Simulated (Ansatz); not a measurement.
Two isomers of C3H8OSi: A = `C1CO[SiH2]C1`, B = `OCC1C[SiH2]1`.

Gas-phase electronic energies from Ansatz, PBE0-D4/def2-TZVP geometries. CCSD(T)/CBS is the MP2 limit (def2-TZVPP, def2-QZVPP) plus CCSD(T) − MP2 in def2-TZVPP, frozen cores. DFT in def2-TZVPP. B3LYP here is the variant with VWN-RPA as its local correlation; programs differ in this. One conformer a species, not always the lowest.

Question: Which isomer does CCSD(T)/CBS put lower? Give the gap. (Best estimate.)

Answer: The calculation gave: A, by 226.2 kJ/mol.

Question: Give E(B) − E(A) in kJ/mol with PBE0-D4, BLYP-D4, MP2/def2-TZVPP, LDA (SPW92), B3LYP, ωB97M-V, B3LYP-D4. (An estimate is asked.)

Answer: Ansatz gave: PBE0-D4 218.3, BLYP-D4 216.0, MP2/def2-TZVPP 227.6, LDA (SPW92) 210.1, B3LYP 221.9, ωB97M-V 225.1, B3LYP-D4 225.3. None reverses the order clearly.

Question: Does the order hold for the free energy at 298.15 K (harmonic terms from PBE0-D4)? (Best estimate.)

Answer: Computed: Yes: G(B) − G(A) = +216.6 kJ/mol, for one conformer each.

Largest T1 diagnostic: 0.011.

In def2-TZVPP, CCSD(T) changes the Hartree–Fock value by −26.3 kJ/mol (the triples alone add −4.5 kJ/mol) and MP2 by −25.1 kJ/mol. From r2SCAN to r2SCAN0 (25 % exact exchange), in def2-TZVPP and without D4, E(B) − E(A) moves by +7.2 kJ/mol.
